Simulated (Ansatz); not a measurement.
System: GaF, charge 0, triplet. This triplet is an excited state, 3.7 eV above the singlet at CCSD(T)/cc-pV5Z (Ansatz, an electronic-structure program). GaF (SMILES [F][Ga], triplet).
B3LYP-D3(BJ)/def2-TZVP minimum from Ansatz:
```
F
Ga 1 1.7815
```
Charge 0, spin multiplicity 3.

Total energies in cc-pVTZ, 10 correlated electrons, 15 frozen orbitals. UHF or UKS for unpaired electrons; spin-orbit terms are left out. Cores are frozen in correlated methods (noble-gas shells, and filled d and f shells in the p block). No relativity. The spin of FGa ([F][Ga], triplet) was assumed, and the state is the lowest solution found for it.

```json
[
 {"method": "HF", "program": "Ansatz", "energy (Eh)": "-2022.71349", "minus CCSDT(Q) (mEh)": "299.00"},
 {"method": "MP2", "program": "Ansatz", "energy (Eh)": "-2023.00228", "minus CCSDT(Q) (mEh)": "10.21"},
 {"method": "CCSD", "program": "Ansatz", "energy (Eh)": "-2023.00252", "minus CCSDT(Q) (mEh)": "9.96"},
 {"method": "CCSD(T)", "program": "Ansatz", "energy (Eh)": "-2023.01182", "minus CCSDT(Q) (mEh)": "0.66"},
 {"method": "CCSDT(Q)", "program": "Ansatz", "energy (Eh)": "-2023.01249", "minus CCSDT(Q) (mEh)": "0.00"}
]
```

Rough core times of Ansatz's runs on a shared machine: CCSD(T) 40 s, CCSDT(Q) 3 min.
